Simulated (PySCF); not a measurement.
Si(NHSiH3)(Cl)3 (Cl3H4NSi2), SMILES [SiH3]N[Si](Cl)(Cl)Cl.

Geometry optimised at PBE0-D3(BJ)/def2-SVP. The values are those of a single conformer.

These are TDDFT-PBE/def2-SVPD run with PySCF values and carry that method's errors.

Vertical excitations. Gas-phase values at a fixed geometry.

Computed excitation energies, oscillator strengths and character:
```
state  energy (eV)  λ (nm)      f                          main pairs
-----  -----------  ------  -----  ----------------------------------
S1            5.62     220  0.005                      HOMO→LUMO 99 %
S2            6.13     202  0.000                    HOMO→LUMO+1 99 %
S3            6.54     190  0.000  HOMO−1→LUMO 55 %, HOMO→LUMO+2 44 %
S4            6.57     189  0.005  HOMO→LUMO+2 55 %, HOMO−1→LUMO 43 %
S5            6.90     180  0.013                    HOMO−2→LUMO 96 %
S6            6.92     179  0.008                    HOMO−3→LUMO 87 %
S7            6.98     178  0.017                    HOMO→LUMO+3 89 %
S8            7.06     176  0.004                  HOMO−1→LUMO+1 93 %
S9            7.19     172  0.002                    HOMO→LUMO+5 99 %
S10           7.19     172  0.050  HOMO→LUMO+4 74 %, HOMO−4→LUMO 18 %
T1            5.41     229      0                      HOMO→LUMO 99 %
T2            5.98     207      0                    HOMO→LUMO+1 99 %
T3            6.31     196      0                    HOMO−1→LUMO 98 %
T4            6.41     194      0                    HOMO→LUMO+2 97 %
```
Triplets are in the Tamm–Dancoff approximation, which puts them higher than full response would, so one can lie above its singlet here.
